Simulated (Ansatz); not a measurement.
The multiplicity is imposed and other spin states were not computed.

Level of theory: r2SCAN-D4/def2-SVP (Ansatz, a program for electronic structure). No frequencies were computed at this level.

Ansatz 0.2 input:
```yaml
crystal:
  periodic: [false, false, false]
  atoms:
    - { symbol: Cd, position_ang: [-0.201558, 0.724559, 0.502875] }
    - { symbol: C, position_ang: [0.498015, -0.821521, 1.837056] }
    - { symbol: H, position_ang: [1.28249, -0.489377, 2.508469] }
    - { symbol: H, position_ang: [0.893677, -1.598291, 1.178394] }
    - { symbol: H, position_ang: [-0.311625, -1.237084, 2.431382] }
    - { symbol: Br, position_ang: [-0.539266, 0.87529, -1.959333] }
basis:
  gaussian: { orbitals: def2-svp }
hamiltonian:
  xc: r2scan
  dispersion: d4
relax:
  max_steps: 150
```

Output:

```
Functional definition: r2SCAN
985 factors; their error is unknown
mean field evaluation 1: about -75680.0700 eV, gradient 5.6e1 eV
mean field evaluation 2: about -75658.4035 eV, gradient 9.4e1 eV
mean field evaluation 4: about -75688.6098 eV, gradient 7.8e0 eV
mean field evaluation 8: about -75688.7524 eV, gradient 1.3e-1 eV
mean field evaluation 16: about -75688.6869 eV, gradient 7.3e-5 eV
mean field -75688.68686106 eV, -2781.5079385092 hartree, gradient 4.8e-6 eV, S^2 0.000000; 0 other end points of the search recorded, 0 dependent functions left out
reference -75688.68687277 eV, -2781.5079389397 hartree; 32, 32 occupied and 60, 60 virtual orbitals, 985 factors
relax step   1: F+E_penalty+E_count = -75688.71095918 eV  Δ(F+E_penalty+E_count) = +0.000e0 eV  max|allowed force component| = 9.615e-1 eV/Å  Δτ_max = 0.0000 Å  (28 SCF iters, accepted)
these checks for a lower state are left out or cut short: starts, cluster_reference, orbital_swaps, neighbouring_geometries, increment
985 factors; their error is unknown
mean field -75688.89457939 eV, -2781.5155720172 hartree, gradient 1.5e-5 eV, S^2 0.000000; 0 other end points of the search recorded, 0 dependent functions left out
reference -75688.89459097 eV, -2781.5155724427 hartree; 32, 32 occupied and 60, 60 virtual orbitals, 985 factors
relax step   2: F+E_penalty+E_count = -75688.91838520 eV  Δ(F+E_penalty+E_count) = -2.074e-1 eV  max|allowed force component| = 4.612e-1 eV/Å  Δτ_max = 0.1947 Å  (28 SCF iters, accepted)
these checks for a lower state are left out or cut short: starts, cluster_reference, orbital_swaps, neighbouring_geometries, increment
985 factors; their error is unknown
mean field evaluation 32: about -75689.0445 eV, gradient 1.8e-5 eV
mean field -75689.04450302 eV, -2781.5210816091 hartree, gradient 1.8e-5 eV, S^2 0.000000; 0 other end points of the search recorded, 0 dependent functions left out
reference -75689.04451473 eV, -2781.5210820395 hartree; 32, 32 occupied and 60, 60 virtual orbitals, 985 factors
relax step   3: F+E_penalty+E_count = -75689.06799068 eV  Δ(F+E_penalty+E_count) = -1.496e-1 eV  max|allowed force component| = 4.167e-1 eV/Å  Δτ_max = 0.1964 Å  (29 SCF iters, accepted)
these checks for a lower state are left out or cut short: starts, cluster_reference, orbital_swaps, neighbouring_geometries, increment
985 factors; their error is unknown
mean field -75689.14750559 eV, -2781.5248668834 hartree, gradient 1.3e-5 eV, S^2 0.000000; 0 other end points of the search recorded, 0 dependent functions left out
reference -75689.14751727 eV, -2781.5248673127 hartree; 32, 32 occupied and 60, 60 virtual orbitals, 985 factors
relax step   4: F+E_penalty+E_count = -75689.17078458 eV  Δ(F+E_penalty+E_count) = -1.028e-1 eV  max|allowed force component| = 2.043e-1 eV/Å  Δτ_max = 0.1998 Å  (34 SCF iters, accepted)
these checks for a lower state are left out or cut short: starts, cluster_reference, orbital_swaps, neighbouring_geometries, increment
985 factors; their error is unknown
mean field -75689.16639945 eV, -2781.5255612202 hartree, gradient 1.2e-5 eV, S^2 0.000000; 0 other end points of the search recorded, 0 dependent functions left out
reference -75689.16641113 eV, -2781.5255616493 hartree; 32, 32 occupied and 60, 60 virtual orbitals, 985 factors
relax step   5: F+E_penalty+E_count = -75689.18968156 eV  Δ(F+E_penalty+E_count) = -1.890e-2 eV  max|allowed force component| = 5.732e-2 eV/Å  Δτ_max = 0.1064 Å  (28 SCF iters, accepted)
these checks for a lower state are left out or cut short: starts, cluster_reference, orbital_swaps, neighbouring_geometries, increment
985 factors; their error is unknown
mean field -75689.16570784 eV, -2781.5255358038 hartree, gradient 1.5e-5 eV, S^2 0.000000; 0 other end points of the search recorded, 0 dependent functions left out
reference -75689.16571953 eV, -2781.5255362334 hartree; 32, 32 occupied and 60, 60 virtual orbitals, 985 factors
relax step   6: F+E_penalty+E_count = -75689.18902005 eV  Δ(F+E_penalty+E_count) = +6.615e-4 eV  max|allowed force component| = 9.587e-2 eV/Å  Δτ_max = 0.0362 Å  (28 SCF iters, rejected (line search))
these checks for a lower state are left out or cut short: starts, cluster_reference, orbital_swaps, neighbouring_geometries, increment
985 factors; their error is unknown
mean field -75689.16689365 eV, -2781.5255793815 hartree, gradient 1.5e-5 eV, S^2 0.000000; 0 other end points of the search recorded, 0 dependent functions left out
reference -75689.16690533 eV, -2781.5255798108 hartree; 32, 32 occupied and 60, 60 virtual orbitals, 985 factors
relax step   7: F+E_penalty+E_count = -75689.19018878 eV  Δ(F+E_penalty+E_count) = -5.072e-4 eV  max|allowed force component| = 2.240e-3 eV/Å  Δτ_max = 0.0138 Å  (29 SCF iters, accepted)
985 factors; their error is unknown
mean field evaluation 64: about -75689.1669 eV, gradient 1.6e-5 eV
mean field -75689.16689365 eV, -2781.5255793815 hartree, gradient 1.6e-5 eV, S^2 0.000000; 1 other end points of the search recorded, 0 dependent functions left out
reference -75689.16690533 eV, -2781.5255798108 hartree; 32, 32 occupied and 60, 60 virtual orbitals, 985 factors
Total energy: -75689.19020046 eV, -2781.5264358912 hartree
Atom 0 at    -0.049929     0.165627     0.112352 Å, force     0.001478    -0.002240     0.001453 eV/Å
Atom 1 at     0.519042    -0.882328     1.839537 Å, force    -0.000668     0.000816    -0.001970 eV/Å
Atom 2 at     1.212351    -0.270796     2.435025 Å, force    -0.000720    -0.000227    -0.000460 eV/Å
Atom 3 at     1.017216    -1.821013     1.556758 Å, force     0.000077    -0.000123     0.001709 eV/Å
Atom 4 at    -0.369720    -1.113302     2.444511 Å, force     0.000699     0.000107     0.000147 eV/Å
Atom 5 at    -0.707226     1.375388    -1.889340 Å, force    -0.000867     0.001666    -0.000879 eV/Å
Dipole moment:     0.169775    -0.312519     0.517316 e Å
```

Cost: around 50 core-seconds (rough).
